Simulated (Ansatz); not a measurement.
The cluster AlNi2⁻, relaxed as a singlet with RKS PBE-D4/def2-TZVPD in Ansatz, starting from the GFN2-xTB geometry. Force threshold 0.02 eV/Å.

The highest occupied level of the charge -1 singlet lies above zero (up to 1.07 eV). The electron is either unbound and held by the finite basis, or the level is raised by self-interaction error. The relaxation made no stability test and no search for a lower SCF solution. No other spin state of charge -1 was run. The structure comes from a short search, and lower isomers may exist.

Start:

```
atom   x (Å)   y (Å)   z (Å)
 Ni1   0.183  -1.407   0.090
 Ni2   0.652   0.953   0.830
 Al3  -0.835   0.453  -0.920
```

```json
{"step": "1", "energy (eV)": "-88669.8237", "largest force component (eV/Å)": "1.245", "SCF passes": "112"}
{"step": "2", "energy (eV)": "-88670.0554", "largest force component (eV/Å)": "0.538", "SCF passes": "34"}
{"step": "3", "energy (eV)": "-88670.0771", "largest force component (eV/Å)": "0.200", "SCF passes": "27"}
{"step": "4", "energy (eV)": "-88670.0805", "largest force component (eV/Å)": "0.025", "SCF passes": "27"}
{"step": "5", "energy (eV)": "-88670.0806", "largest force component (eV/Å)": "0.009", "SCF passes": "29"}
```

Force components are those of the run's own axes.

End:

```xyz
3

Ni    0.220   -1.273    0.144
Ni    0.633    0.809    0.797
Al   -0.854    0.464   -0.941
```

By distances, no bond broke or formed. The bond that changes most is Ni1–Ni2, from 2.52 to 2.22 Å (atoms count from 1). The end is the same structure that another start reached, the lowest one found.

No frequencies were taken in this run, so the end may be a saddle point.

Run time 5.5 s (4 threads of Arm Neoverse V2 on a shared host).
